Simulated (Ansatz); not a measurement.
Calculated with Ansatz (gas phase, PBE0-D4/def2-TZVP geometries, no zero-point term in ΔE). CCSD(T)/CBS adds triple-zeta CCSD(T) − MP2 to the extrapolated MP2 energy (def2 sets, frozen cores). This one scheme is used for every species. Functionals use def2-TZVPP. B3LYP here is the variant with VWN-RPA as its local correlation; programs differ in this. HSE06 is defined as in plane-wave codes. Each species was taken in one conformer, which may not be the lowest.

Reaction (cleavage of the Si–Si bond): `FC[SiH](F)[SiH3]` + `C=CS` → `C=CS[SiH3]` + `FC[SiH2]F`

```
             level  ΔE (kJ/mol)  difference from CCSD(T)/CBS
         r2SCAN-D4        -55.5                          5.5
            B97M-V        -54.4                          6.6
          B3LYP-D4        -56.2                          4.8
           ωB97X-V        -56.0                          5.0
           ωB97M-V        -61.6                         -0.6
              BLYP        -51.5                          9.5
             B3LYP        -55.2                          5.8
             HSE06        -51.9                          9.1
RPA@PBE/def2-TZVPP        -57.0                          4.0
     CCSD/def2-SVP        -52.7                          8.3
       CCSD(T)/CBS        -61.0                            0
```

Largest T1 diagnostic among the species: 0.012.

From PBE to PBE0 (25 % exact exchange), in def2-TZVPP and without D4, ΔE moves by −4.9 kJ/mol. At CCSD(T), def2-SVP lies +8.3 kJ/mol from the extrapolated value and def2-TZVPP +1.8 kJ/mol.

CCSD(T)/CBS has its own doubt, a few kJ/mol and more with outer-core shells, so smaller differences from it don't rank the levels.
